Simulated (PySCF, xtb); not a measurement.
CH7NSi2, SMILES N1[SiH2][SiH2]C1.

Harmonic wavenumbers (cm⁻¹) from GFN2-xTB run with xtb at its own minimum, in rising order: 81, 293, 392, 419, 439, 461, 504, 539, 572, 667, 706, 767, 797, 824, 876, 1078, 1137, 1174, 1333, 1504, 2125, 2169, 2197, 2204, 2879, 2918, 3454.

Task: What does PySCF with PBE-D3(BJ)/def2-SVP give at its own minimum? (Estimate from the structure and the level; the computed values follow.)

Result: 69, 301, 412, 417, 428, 519, 571, 637, 637, 691, 741, 813, 820, 905, 969, 1049, 1133, 1136, 1293, 1433, 2102, 2111, 2153, 2166, 2917, 2957, 3502. Paired by order, the mean absolute difference is 41 cm⁻¹ and the zero-point energies are 46.5 and 47.0 kcal/mol.
